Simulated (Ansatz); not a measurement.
Start from `[CH3][In]([CH3])[C](C)(C)C` and change one atom or group to get `CC(C)(C)Cl`.

Ansatz, PBE0-D4/def2-TZVP geometries, multiplicity 1. 

Elements past krypton have def2 core potentials.

| property | `[CH3][In]([CH3])[C](C)(C)C` |
| --- | --- |
| HOMO–LUMO gap (PBE0/def2-TZVPP) / eV | 5.24 |
| HOMO energy (PBE/def2-TZVPP) / eV | -5.10 |
| HOMO–LUMO gap (ωB97M-V/def2-TZVPP) / eV | 8.69 |
| LUMO energy (PBE0/def2-TZVPP) / eV | -0.91 |
| HOMO–LUMO gap (PBE/def2-TZVPP) / eV | 3.45 |
| LUMO energy (ωB97M-V/def2-TZVPP) / eV | 0.43 |

Q: What does the change do to each property? (Estimate.)

A: Computed: 
```
                               property  `CC(C)(C)Cl`  shift
   HOMO–LUMO gap (PBE0/def2-TZVPP) / eV          9.04   3.80
      HOMO energy (PBE/def2-TZVPP) / eV         -6.80  -1.70
HOMO–LUMO gap (ωB97M-V/def2-TZVPP) / eV         12.97   4.28
     LUMO energy (PBE0/def2-TZVPP) / eV          0.83   1.74
    HOMO–LUMO gap (PBE/def2-TZVPP) / eV          6.52   3.07
  LUMO energy (ωB97M-V/def2-TZVPP) / eV          2.43   2.00
```

With PBE0 the HOMO falls by 2.06 eV and the LUMO rises by 1.74 eV, so the gap widens by about 3.80 eV. PBE moves the HOMO by -1.70 eV and ωB97M-V by -2.27 eV.
